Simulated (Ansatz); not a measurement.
Basis-set extrapolation for ClH7O2Si3, SMILES `[SiH3]O[SiH](Cl)O[SiH3]` (PBE0-D4/def2-TZVP geometry, frozen core, the Gaussian-basis code of Ansatz). Multiplicity 1, RHF reference.

```
                       def2-TZVPP    def2-QZVPP
                 HF  -1480.481534  -1480.530961
    MP2 correlation     -1.018736     -1.105372
CCSD(T) correlation     -1.122710       not run
```

Energies in hartree. Use E(X) = E(∞) + A·exp(−7.88·√X) for Hartree–Fock and E(X) = E(∞) + B·X^(−2.97) for correlation, with X = 3 and 4, and add CCSD(T) minus MP2 of the smaller set to the MP2 limit.

**Question.** What is the CCSD(T) energy at the basis-set limit?

**Answer.** HF limit: -1480.530961 + (-0.049427) × 0.13774 = -1480.53777. MP2 limit: -1.105372 + (-0.086636) × 0.74074 = -1.16955. Higher-order term: -1.122710 − (-1.018736) = -0.10397. Total: -1481.81129 hartree, 5.63 eV below CCSD(T)/def2-TZVPP.
